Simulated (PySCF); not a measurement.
An unknown gives this computed stick spectrum. Computed with PySCF, TDDFT wB97X-D/def2-SVPD, vertical, gas phase, core orbitals frozen in the response. Geometries: GFN2-xTB, one conformer each.

| state | E (eV) | λ (nm) | f |
| --- | --- | --- | --- |
| S1 | 7.38 | 167.9 | 0.0049 |
| S2 | 7.67 | 161.7 | 0.0045 |
| S3 | 7.74 | 160.3 | 0.0075 |
| S4 | 8.02 | 154.6 | 0.0079 |
| S5 | 8.21 | 151.1 | 0.012 |
| S6 | 8.40 | 147.6 | 0.020 |
| S7 | 8.43 | 147.2 | 0.035 |
| S8 | 8.48 | 146.1 | 0.0038 |

Orbital energies (eV): HOMO-3 -10.83, HOMO-2 -10.52, HOMO-1 -10.33, HOMO -9.85, LUMO 1.91, LUMO+1 2.10, LUMO+2 2.34.

Question: Which candidate is it? All have the formula C4H9ClO2Si.
A. `CCO/C(=C/Cl)O[SiH3]`
B. `[SiH3]O[C@]1(CCl)CCO1`
C. `C=CO[C@@H](CCl)O[SiH3]`
D. `O[Si](O)(CCl)C1CC1`

Answer: B. Its S1, at 7.38 eV, is the highest among the candidates; the nearest of the others has S1 at 7.06 eV. S1 is HOMO→LUMO (76%), HOMO-1→LUMO (8%). Löwdin shares by element: HOMO oxygen 41%, chlorine 11%, carbon 10% or more (atoms not listed hold the other 38%); LUMO silicon 27%, chlorine 16%, oxygen 10% or more, hydrogen 8% or more (atoms not listed hold the other 39%). At the same level the other candidates give, for their lowest levels:
- `O[Si](O)(CCl)C1CC1`: 6.83 eV (f 0.018); 7.38 eV (f 0.011); 7.39 eV (f 0.002); 7.86 eV (f 0.012); 8.05 eV (f 0.008); T1 6.23 eV; HOMO -9.52, LUMO 1.66 eV
- `C=CO[C@@H](CCl)O[SiH3]`: 7.06 eV (f 0.053); 7.20 eV (f 0.192); 7.48 eV (f 0.008); 7.56 eV (f 0.035); 7.66 eV (f 0.001); T1 4.64 eV; HOMO -9.02, LUMO 1.84 eV
- `CCO/C(=C/Cl)O[SiH3]`: 5.96 eV (f 0.002); 6.06 eV (f 0.004); 6.72 eV (f 0.005); 6.78 eV (f 0.450); 7.05 eV (f 0.004); T1 4.48 eV; HOMO -8.08, LUMO 1.91 eV

Conformer computed: `[SiH3:1][O:2][C@:3]1([CH2:4][Cl:5])[CH2:6][CH2:7][O:8]1`: Si1–O2–C3–C4 -129°, O2–C3–C4–Cl5 -177°.
Triplets come from the Tamm–Dancoff approximation.
